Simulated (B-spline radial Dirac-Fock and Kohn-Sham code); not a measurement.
## Successive ionisation energies of iodine: Dirac-Fock against NIST

Method: relaxed Dirac-Fock hole states (ΔSCF) with Breit and QED corrections and a finite nucleus. Computed with a radial B-spline solver. Each value is the difference of the configuration-average energies of two neighbouring ions in their tabulated ground configurations. The model has no electron correlation. NIST's values refer to the lowest levels; many for high charge states are themselves semi-empirical or theoretical. Where a p, d or f shell is open in either ion the computed value averages over both j values and all terms, while the table refers to the lowest levels; that difference holds spin-orbit splitting (largest in heavy or highly charged ions), term energies where several electrons share open shells, and correlation, and it can reach 10 % or more.

| ion | configuration | computed (eV) | NIST (eV) | kind | NIST − computed (eV) |
| --- | --- | --- | --- | --- | --- |
| I⁸⁺ | [Kr] 4d9 | 174.0 | 171 ± 2.2 | theoretical | -3.00 |
| I⁹⁺ | [Kr] 4d8 | 198.6 | 197 ± 2.2 | theoretical | -1.61 |
| I¹⁰⁺ | [Kr] 4d7 | 224.0 | 220.9 ± 2.4 | theoretical | -3.10 |
| I¹¹⁺ | [Kr] 4d6 | 250.1 | 247 ± 2.5 | theoretical | -3.15 |
| I¹²⁺ | [Kr] 4d5 | 277.0 | 279 ± 3 | theoretical | +1.96 |
| I¹³⁺ | [Kr] 4d4 | 304.7 | 307 ± 3 | theoretical | +2.34 |
| I¹⁴⁺ | [Kr] 4d3 | 333.0 | 335 ± 3 | theoretical | +2.01 |
| I¹⁵⁺ | [Kr] 4d2 | 362.0 | 365 ± 3 | theoretical | +2.98 |
| I¹⁶⁺ | [Kr] 4d1 | 391.7 | 393 ± 3 | theoretical | +1.26 |
| I¹⁷⁺ | [Ar] 3d10 4s2 4p6 | 509.2 | 505 ± 3 | theoretical | -4.16 |

Question: Where in this range is the largest relative jump, and why?

Answer: From I¹⁶⁺ (391.7 eV) to I¹⁷⁺ (509.2 eV), a factor of 1.30. The configuration goes from [Kr] 4d1 to [Ar] 3d10 4s2 4p6, so the next electron comes out of a deeper subshell.
